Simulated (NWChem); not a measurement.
SiHSeF₃; SMILES F[Si](F)([SeH])F

```xyz
6

F      0.7358     1.4341    -1.2736
Si    -0.0089     0.8131    -0.0001
F      0.7278     1.4343     1.2780
F     -1.5235     1.3249    -0.0048
Se    -0.0462    -1.4173    -0.0001
H      1.4255    -1.4702     0.0036
```
Atoms are numbered in this order, from 1.

Level: PBE0/def2-SVP (NWChem), optimised geometry, unscaled harmonic frequencies. This build's default masses of Se (78.918 u) and Br (79.917 u) are each other's, which moves their modes by up to 0.6 %.

```
frequency (cm⁻¹)  IR intensity (km/mol)
----------------  ---------------------
95                                  8.0
168                                 2.0
195                                 6.1
266                                17.6
311                                19.8
314                                15.9
488                               117.5
675                                 3.8
859                               225.5
987                               157.7
1006                              151.3
2452                                1.4
```

```
Property                                                                           Result
-----------------------------------------------------------------------  ----------------
zero-point energy                                                           11.2 kcal/mol
thermal correction to the enthalpy at 298.15 K (with zero-point energy)     15.9 kcal/mol
heat capacity Cv                                                         20.1 cal/(mol K)
entropy at 298.15 K and 1 atm (symmetry number 1)                        83.1 cal/(mol K)
dipole moment                                                                      1.77 D
```

Rigid rotor and harmonic oscillator; modes under 100 cm⁻¹ make the entropy uncertain.
